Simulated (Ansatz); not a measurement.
Total energies of `CSB[SiH2]O`.

```xyz
12

C    -0.5633    1.8331    1.7370
S    -0.2731    1.1457    0.0880
B     0.2115   -0.5205    0.2950
Si    0.5585   -1.6004   -1.3619
O     0.4007   -0.7449   -2.7712
H     0.0633    2.7155    1.8649
H    -0.3201    1.0896    2.4930
H    -1.6101    2.1240    1.8220
H     0.3040   -0.9761    1.3977
H     1.9491   -2.1269   -1.3739
H    -0.3644   -2.7774   -1.3478
H    -0.3560   -0.1618   -2.8426
```

The species carries charge 0 and has multiplicity 1. The geometry is a stationary point of PBE0-D4/def2-TZVP. It is one conformer, not always the lowest. Basis def2-TZVPP, Ansatz.

RPA on PBE orbitals: Hartree–Fock energy of these orbitals -828.02966 Eh, correlation -1.39788 Eh (frozen core).

```tsv
functional	energy without D4 (Eh)	D4 term (kJ/mol)
PBE	-829.70363	-25.4
revPBE	-830.03090	-74.6
r2SCAN	-830.07738	-6.3
PBE0	-829.78143	-21.5
B3LYP	-830.26083	-41.0
r2SCANh	-830.06755	-6.7
HSE06 (plane-wave form)	-829.75939	-20.1
BHLYP	-830.13369	-32.2
CAM-B3LYP	-830.16030	-22.0
ωB97X-V	-830.06288	–
```

Give the same for LDA (SPW92), BLYP, B97M-V, r2SCAN0, LC-ωPBE, ωB97M-V, B2PLYP, PBE-QIDH. (Best estimate.)

Ansatz gave: 
```json
{"functional": "LDA (SPW92)", "energy without D4 (Eh)": "-826.44855", "D4 term (kJ/mol)": "–"}
{"functional": "BLYP", "energy without D4 (Eh)": "-830.14874", "D4 term (kJ/mol)": "-55.5"}
{"functional": "B97M-V", "energy without D4 (Eh)": "-830.02661", "D4 term (kJ/mol)": "–"}
{"functional": "r2SCAN0", "energy without D4 (Eh)": "-830.05402", "D4 term (kJ/mol)": "-7.4"}
{"functional": "LC-ωPBE", "energy without D4 (Eh)": "-829.91567", "D4 term (kJ/mol)": "–"}
{"functional": "ωB97M-V", "energy without D4 (Eh)": "-830.09959", "D4 term (kJ/mol)": "–"}
{"functional": "B2PLYP", "energy without D4 (Eh)": "-829.84753", "D4 term (kJ/mol)": "–"}
{"functional": "PBE-QIDH", "energy without D4 (Eh)": "-829.59224", "D4 term (kJ/mol)": "–"}
```

B3LYP takes the VWN-RPA correlation (the form of Gaussian; ORCA's B3LYP/G). HSE06 is the plane-wave form, built on full-range PBE exchange. The double hybrids freeze the cores in their second-order part.

LC-ωPBE has ω = 0.4 bohr⁻¹.
